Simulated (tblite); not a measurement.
Compound: C4H7NOSi.
Z-matrix (Å and degrees, GFN2-xTB geometry), rows numbered from 1:
```
C 
C   1  1.3345
Si  2  1.8962  1  123.40
C   2  1.4544  1  120.02  3   179.71
N   4  1.2580  2  122.50  1    20.83
C   5  1.3381  4  138.61  2   176.42
O   6  1.2038  5  127.04  4   -82.38
H   1  1.0793  2  121.45  3  -178.27
H   1  1.0768  2  121.70  3     0.95
H   3  1.4628  2  108.68  1  -118.87
H   3  1.4655  2  107.87  1   121.80
H   3  1.4611  2  108.07  1     2.05
H   4  1.0952  2  116.15  1  -159.28
H   6  1.1136  5  110.06  4   106.71
```

Computed values, GFN2-xTB/tblite, gas phase, harmonic and unscaled. The method is semi-empirical: single wavenumbers can be off by several per cent or more. Modes of hydrogen on silicon can be 10 to 20 % off. One conformer, not necessarily the lowest.

Harmonic wavenumbers (cm⁻¹): 36.2, 68.3, 107.2, 109.7, 172.2, 257.3, 306.0, 367.7, 408.7, 544.6, 552.3, 621.1, 687.5, 759.8, 767.4, 777.7, 790.8, 889.2, 917.3, 930.9, 972.6, 1064.8, 1193.9, 1355.7, 1356.3, 1393.8, 1630.6, 1727.6, 1786.0, 2252.4, 2277.1, 2289.7, 2690.0, 2882.4, 3082.9, 3121.8.

A = 5561, B = 925.8, C = 826.1 MHz; mass 113.030 u (most abundant isotopes); point group C1, symmetry number 1.

Q: What is the zero-point energy?

A: Half the sum of the wavenumbers: 20575 cm⁻¹ = 58.83 kcal/mol.

Q: Entropy at 400 K, 1 bar (ideal gas, RRHO, classical rotation)?

A: Translation 41.57, rotation 29.59, vibration 35.81: S = 107.0 cal/(mol K).

Q: And Cp and H(400 K) − H(0)?

A: Cp = 40.83 cal/(mol K), of which vibrations give 32.88 (their classical limit is 36 R = 71.5); H(400 K) − H(0) = 10.26 kcal/mol without the zero-point energy, 7.08 from vibrations.

Q: Which modes carry the vibrational entropy at 400 K?

A: 36.2 cm⁻¹: 6.04; 68.3 cm⁻¹: 4.78; 107.2 cm⁻¹: 3.89; 109.7 cm⁻¹: 3.85; 172.2 cm⁻¹: 2.97; 257.3 cm⁻¹: 2.21 cal/(mol K); the other 30 give 12.07 together.

Q: How do the functions run with temperature in this model?

A: 
| T (K) | S (cal/(mol K)) | Cp (cal/(mol K)) | H − H(0) (kcal/mol) | G − H(0) (kcal/mol) | ln q(vib) |
| --- | --- | --- | --- | --- | --- |
| 150 | 77.3 | 21.9 | 2.31 | -9.28 | 3.25 |
| 250 | 90.4 | 30.1 | 4.91 | -17.69 | 5.67 |
| 298.15 | 96.0 | 33.8 | 6.45 | -22.18 | 6.80 |
| 600 | 125.6 | 51.1 | 19.52 | -55.84 | 13.40 |
| 900 | 148.3 | 60.9 | 36.44 | -97.06 | 19.21 |

q(vib) and H(0) count from the zero-point level.

Q: What must be added to the electronic energy to get the Gibbs energy at 400 K and 1 bar?

A: ZPE + [H(400 K) − H(0)] − T·S = 58.83 + 10.26 − 42.79 = 26.30 kcal/mol.

Q: Blend soft modes into free rotors: weight 1/[1 + (100 cm⁻¹/ν̃)⁴] for the oscillator and the rest for a rotor with moment μB/(μ + B), μ = h/(8π²ν), B = 10⁻⁴⁴ kg m². What vibrational entropy results?

A: 32.22 cal/(mol K) in place of 35.81, which changes −T·S at 400 K by +1.44 kcal/mol.

Hindered rotation and anharmonicity are outside this model. Other conformers, if any are populated, would add a mixing term that is left out. The structure is chiral; the term R ln 2 for an equal mix with its mirror image is left out.
